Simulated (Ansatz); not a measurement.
Dissociation curve of LiNa, singlet.

- RKS-PBE = restricted PBE/def2-TZVP (Ansatz, a quantum-chemistry and plane-wave program)
- UKS-PBE = unrestricted PBE/def2-TZVP (Ansatz)
- UKS-CAM-B3LYP = unrestricted CAM-B3LYP/def2-TZVP (Ansatz)
- FCI = full CI/def2-TZVP, frozen core (Ansatz)

Energies relative to the lowest point of each curve near equilibrium, in mEh; the last columns give the error against full CI:

```json
[
 {"R / Å": "2.31", "RKS-PBE": "12.6", "UKS-PBE": "12.6", "UKS-CAM-B3LYP": "11.0", "FCI": "13.8", "RKS-PBE − FCI": "-1.2", "UKS-PBE − FCI": "-1.2", "UKS-CAM-B3LYP − FCI": "-2.7"},
 {"R / Å": "2.48", "RKS-PBE": "5.9", "UKS-PBE": "5.9", "UKS-CAM-B3LYP": "4.7", "FCI": "6.7", "RKS-PBE − FCI": "-0.8", "UKS-PBE − FCI": "-0.8", "UKS-CAM-B3LYP − FCI": "-2.0"},
 {"R / Å": "2.61", "RKS-PBE": "2.7", "UKS-PBE": "2.7", "UKS-CAM-B3LYP": "1.9", "FCI": "3.2", "RKS-PBE − FCI": "-0.5", "UKS-PBE − FCI": "-0.5", "UKS-CAM-B3LYP − FCI": "-1.3"},
 {"R / Å": "2.76", "RKS-PBE": "0.7", "UKS-PBE": "0.7", "UKS-CAM-B3LYP": "0.3", "FCI": "0.9", "RKS-PBE − FCI": "-0.2", "UKS-PBE − FCI": "-0.2", "UKS-CAM-B3LYP − FCI": "-0.6"},
 {"R / Å": "2.85", "RKS-PBE": "0.1", "UKS-PBE": "0.1", "UKS-CAM-B3LYP": "0.0", "FCI": "0.2", "RKS-PBE − FCI": "-0.1", "UKS-PBE − FCI": "-0.1", "UKS-CAM-B3LYP − FCI": "-0.2"},
 {"R / Å": "2.93", "RKS-PBE": "0.0", "UKS-PBE": "0.0", "UKS-CAM-B3LYP": "0.1", "FCI": "0.0", "RKS-PBE − FCI": "0.0", "UKS-PBE − FCI": "0.0", "UKS-CAM-B3LYP − FCI": "0.1"},
 {"R / Å": "3.04", "RKS-PBE": "0.3", "UKS-PBE": "0.3", "UKS-CAM-B3LYP": "0.8", "FCI": "0.1", "RKS-PBE − FCI": "0.1", "UKS-PBE − FCI": "0.1", "UKS-CAM-B3LYP − FCI": "0.6"},
 {"R / Å": "3.05", "RKS-PBE": "0.3", "UKS-PBE": "0.3", "UKS-CAM-B3LYP": "0.8", "FCI": "0.2", "RKS-PBE − FCI": "0.1", "UKS-PBE − FCI": "0.1", "UKS-CAM-B3LYP − FCI": "0.6"},
 {"R / Å": "3.25", "RKS-PBE": "1.9", "UKS-PBE": "1.9", "UKS-CAM-B3LYP": "3.1", "FCI": "1.6", "RKS-PBE − FCI": "0.3", "UKS-PBE − FCI": "0.3", "UKS-CAM-B3LYP − FCI": "1.5"},
 {"R / Å": "3.37", "RKS-PBE": "3.3", "UKS-PBE": "3.3", "UKS-CAM-B3LYP": "4.9", "FCI": "2.9", "RKS-PBE − FCI": "0.4", "UKS-PBE − FCI": "0.4", "UKS-CAM-B3LYP − FCI": "2.0"},
 {"R / Å": "3.61", "RKS-PBE": "6.6", "UKS-PBE": "6.6", "UKS-CAM-B3LYP": "9.2", "FCI": "6.1", "RKS-PBE − FCI": "0.5", "UKS-PBE − FCI": "0.5", "UKS-CAM-B3LYP − FCI": "3.1"},
 {"R / Å": "3.88", "RKS-PBE": "11.0", "UKS-PBE": "10.9", "UKS-CAM-B3LYP": "14.0", "FCI": "10.2", "RKS-PBE − FCI": "0.8", "UKS-PBE − FCI": "0.7", "UKS-CAM-B3LYP − FCI": "3.8"},
 {"R / Å": "4.44", "RKS-PBE": "20.0", "UKS-PBE": "18.6", "UKS-CAM-B3LYP": "21.0", "FCI": "17.9", "RKS-PBE − FCI": "2.1", "UKS-PBE − FCI": "0.7", "UKS-CAM-B3LYP − FCI": "3.0"},
 {"R / Å": "4.89", "RKS-PBE": "26.5", "UKS-PBE": "23.1", "UKS-CAM-B3LYP": "24.3", "FCI": "22.5", "RKS-PBE − FCI": "4.0", "UKS-PBE − FCI": "0.6", "UKS-CAM-B3LYP − FCI": "1.8"},
 {"R / Å": "5.37", "RKS-PBE": "32.2", "UKS-PBE": "26.2", "UKS-CAM-B3LYP": "26.4", "FCI": "25.6", "RKS-PBE − FCI": "6.5", "UKS-PBE − FCI": "0.6", "UKS-CAM-B3LYP − FCI": "0.8"},
 {"R / Å": "5.89", "RKS-PBE": "37.0", "UKS-PBE": "28.1", "UKS-CAM-B3LYP": "27.6", "FCI": "27.5", "RKS-PBE − FCI": "9.5", "UKS-PBE − FCI": "0.6", "UKS-CAM-B3LYP − FCI": "0.1"},
 {"R / Å": "6.37", "RKS-PBE": "40.3", "UKS-PBE": "28.9", "UKS-CAM-B3LYP": "28.2", "FCI": "28.3", "RKS-PBE − FCI": "11.9", "UKS-PBE − FCI": "0.5", "UKS-CAM-B3LYP − FCI": "-0.2"},
 {"R / Å": "7.09", "RKS-PBE": "43.7", "UKS-PBE": "29.3", "UKS-CAM-B3LYP": "28.6", "FCI": "28.9", "RKS-PBE − FCI": "14.7", "UKS-PBE − FCI": "0.4", "UKS-CAM-B3LYP − FCI": "-0.4"},
 {"R / Å": "7.87", "RKS-PBE": "45.8", "UKS-PBE": "29.4", "UKS-CAM-B3LYP": "28.7", "FCI": "29.2", "RKS-PBE − FCI": "16.6", "UKS-PBE − FCI": "0.3", "UKS-CAM-B3LYP − FCI": "-0.4"},
 {"R / Å": "8.84", "RKS-PBE": "47.1", "UKS-PBE": "29.5", "UKS-CAM-B3LYP": "28.8", "FCI": "29.3", "RKS-PBE − FCI": "17.8", "UKS-PBE − FCI": "0.2", "UKS-CAM-B3LYP − FCI": "-0.5"}
]
```

RKS-PBE is furthest from FCI at 8.84 (17.8 mEh, above); its mean absolute error over the points is 4.4 mEh.

UKS-PBE is furthest from FCI at 2.31 (-1.2 mEh, below); its mean absolute error over the points is 0.4 mEh.

UKS-CAM-B3LYP is furthest from FCI at 3.88 (3.8 mEh, above); its mean absolute error over the points is 1.3 mEh.

The restricted form behind RKS-PBE keeps the bonding electrons paired and can't separate into open-shell fragments. The unrestricted determinant behind UKS-PBE, UKS-CAM-B3LYP is spin-contaminated at 3.88 to 8.84 Å (<S²> up to 1.0, against 0.00 for a pure singlet).
